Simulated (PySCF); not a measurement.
Dipole response of Ni⁺ (nickel, charge +1)

[Ar] 3d9, 2D determinant. All numbers are calculated (PySCF 2.14, the spin-free X2C one-electron Hamiltonian (Gaussian nucleus), in x2c-QZVPPall with one added diffuse shell each of s, p, d, f, g type (12s8p7d5f3g, 133 functions)). Coupled (time-dependent) response in atomic units; α is the mean over directions.

| method | mean α (bohr³) | α xx, yy, zz | C₆ (like pair) | S(−4) |
| --- | --- | --- | --- | --- |
| PBE0 | 8.263 | 7.811, 7.811, 9.169 | 28.41 | 61.39 |

S(−4) is the Cauchy moment in α(ω) = α(0) + S(−4) ω² + …

α(iu) at PBE0:

| u (hartree) | α(iu) (bohr³) |
| --- | --- |
| 0 | 8.263 |
| 0.0500 | 8.115 |
| 0.100 | 7.717 |
| 0.200 | 6.600 |
| 0.300 | 5.549 |
| 0.500 | 4.100 |
| 0.750 | 3.053 |
| 1.00 | 2.405 |
| 1.50 | 1.643 |
| 2.00 | 1.214 |
| 3.00 | 0.7544 |
| 5.00 | 0.3795 |

A single London oscillator, α(iu) = α/(1 + u²/ω²), gives C₆ = (3/4) ω α². Matching the computed C₆ needs ω = 4 × 28.41 / (3 × 8.263²) = 0.555 hartree.

For an ion, C₆ is the dispersion term alone; charge-induced terms of lower order in 1/R come first.

The components differ because the open shell of this determinant is not spherical; for a pure term their mean is the scalar polarisability.
